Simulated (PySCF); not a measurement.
A structure optimised at PBE-D3(BJ)/def2-SVP, used in a PySCF frequency run:

```xyz
8

Al     0.0123    -0.3868     0.0000
Cl     0.9181    -2.2828     0.0000
Cl    -2.0938    -0.2318     0.0000
S      1.2672     1.3833     0.0000
C      0.0287     2.7542     0.0000
H     -1.0106     2.3763     0.0000
H      0.1956     3.3706    -0.9030
H      0.1956     3.3706     0.9030
```

Problem. Write its SMILES, formula and point group.

Solution. C[S][Al]([Cl])[Cl], CH₃AlCl₂S, Cs

Problem. What are its rotational constants (standard atomic weights)?

Solution. 2.1099, 1.3577, 0.83058 GHz
